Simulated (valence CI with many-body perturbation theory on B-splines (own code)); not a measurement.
Cs XVII in brief

Method: valence CI with perturbative core correlation (CI+MBPT): three valence electrons over a frozen Dirac-Fock core [Kr], radial functions for each j: 7 s, 7 p, 8 d, 6 f, 4 g, 1 h, with the one-electron correlation potential Σ1, the two-electron term Σ2, the three-electron term Σ3, Breit, model QED; selected CI, second order for the rest, scaled by the run's own slope (own B-spline code, finite nucleus).

No measured levels were compared; by estimate terms of the open shell hold to 2 to 4 % of their energy, and close levels can change places. Excitations out of the core, of the other parity, are not computed and may begin above about 67.6 eV (a cautious bound); beyond it only levels of the ground parity were kept, without lifetimes.

Names give the largest LS component (configuration and term), which can be under half, so a name can repeat, a term be missing and a line seem to break the LS rules; names also repeat where a configuration has a term twice.

Rates and lifetimes use the calculated energies. Strong lines usually hold to 10 to 20 %, long lifetimes can be off by a factor of two.

(1) What is the ground level?

(2) What is the ionisation energy?

(3) How well does LS coupling describe the low levels?

## Answers

(1) 4d3 4F_3/2, composition 82 % 4d3 4F + 15 % 4d3 2D, g = 0.486.

(2) 414.14 eV; NIST lists 413 ± 3 eV (theoretical).

(3) Among the lowest 20 levels the leading LS term, summed over configurations, holds 77 % on average. For single configurations the figures are 77 % in LS and 77 % in jj coupling. Terms mix most in the J = 3/2 level at 7.38 eV, where the leading one holds 47 %.
